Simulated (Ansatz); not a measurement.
This geometry of AlF₂H₃O₂ (8 atoms, charge 0, multiplicity 1) is a first-order saddle point.

Level of theory: RKS PBE0-D4/6-31G* (Ansatz).

```xyz
8
Properties=species:S:1:pos:R:3
Al 0.040 0.519 -0.134
O 0.030 -0.055 1.770
H -0.866 -0.415 1.888
O 1.327 -0.214 -0.976
H 1.939 -0.819 -0.553
F -1.516 -0.029 -0.379
F 0.145 2.131 0.281
H 0.058 0.788 2.254
```

Q: Which two structures does it join? (They come from a converged band through this point; their orientation in space is the band's.)

A: No bond is made or broken.  The two ends are copies of one structure, up to a mirror image or an exchange of like atoms.

First end point:

```xyz
8
Properties=species:S:1:pos:R:3
Al 0.056 0.355 -0.082
O -0.087 0.001 1.864
H -0.998 -0.313 1.992
O 1.249 -0.636 -0.792
H 2.133 -0.286 -0.931
F -1.532 -0.071 -0.341
F 0.368 1.976 0.169
H -0.030 0.881 2.272
```

Last end point:

```xyz
8
Properties=species:S:1:pos:R:3
Al 0.173 0.501 -0.035
O -0.066 0.035 1.878
H -0.957 -0.349 1.932
O 1.630 -0.157 -0.631
H 1.605 -0.960 -1.158
F -1.284 -0.189 -0.469
F 0.156 2.131 0.303
H -0.098 0.894 2.331
```

Q: How far does it lie above each of them?

A: 1.7 kcal/mol above the first and 1.7 kcal/mol above the second. This is the barrier of this one path; another mechanism may lie lower.

The run took 54 s on 2 threads of AMD EPYC 9B45 (Zen 5), with other jobs on the host, peak memory 0.18 GiB.
